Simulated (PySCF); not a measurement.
Atoms are numbered as in `[BH2:1][CH:2]1[CH:3]=[CH:4]1` (H(Xn): hydrogen on atom n).

Calculated, not measured (PySCF): shielding tensors at PBE0/pcSseg-1 (GIAO), geometry: PBE0-D3(BJ)/def2-SVP. Rapidly exchanging positions averaged, one computed conformer, no relativistic terms, gas phase.

δ = σ(ref) − σ, references computed at the same level: TMS for 13C (184.41 ppm), 1H (31.27 ppm); 11B (100.73 ppm) vs BF3·OEt2.

```
      atoms  nucleus  count  δ (ppm)
      C3/C4      13C      2    117.5
         C2      13C      1        ?
         B1      11B      1     87.7
H(C3)/H(C4)       1H      2        ?
      H(B1)       1H      2     7.21
      H(C2)       1H      1     1.97
```

Task: Estimate the values marked ?.

Result: 
- C2: 25.0 ppm, three-membered-ring carbon; carbons of three-membered rings are unusually shielded
- H(C3)/H(C4): 7.27 ppm, hydrogen on an alkene CH; attached to an sp2 carbon and in the plane of the double bond

Hydrogens on boron are broadened and split by 11B (spin 3/2, 80 %) and 10B (spin 3). A carbon bonded to boron is broadened by the quadrupolar boron nucleus and is often missing from a measured spectrum. Shifts are as computed. Against solution values, carbons near 30 ppm lie about +2 ppm off and those near 130 ppm about +5 ppm. Of 1211 compounds with measured shifts, 218 miss one by over three times the rms of a fit or turn the order of signals round; such compounds aren't used in these exercises.
